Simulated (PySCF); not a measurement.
C5H8S, SMILES S(CC#CC)C. The structure is a stationary point at PBE-D3(BJ)/def2-SVP. One conformer was computed; it need not be the lowest.

Question: Give the equilibrium geometry at PBE-D3(BJ)/def2-SVP (PySCF confirms it by a frequency run) as Cartesian coordinates in Å. (An estimate is asked for; the answer gives what the named calculation found.)

Answer: One answer among several that fit: 
```xyz
14

C      3.4869    -0.4113    -1.0323
C      2.0699    -0.1112    -0.8808
C      0.8787     0.1436    -0.7577
C     -0.5346     0.4308    -0.5819
S     -1.1397    -0.2153     1.0413
C     -2.8727     0.3140     0.9007
H      3.6703    -1.0940    -1.8886
H      3.8920    -0.9032    -0.1230
H      4.0827     0.5098    -1.2044
H     -1.1358    -0.0348    -1.3950
H     -0.7218     1.5275    -0.6187
H     -3.3788    -0.1609     0.0347
H     -2.9604     1.4174     0.8193
H     -3.3822    -0.0119     1.8279
```
Charge 0, spin multiplicity 1.
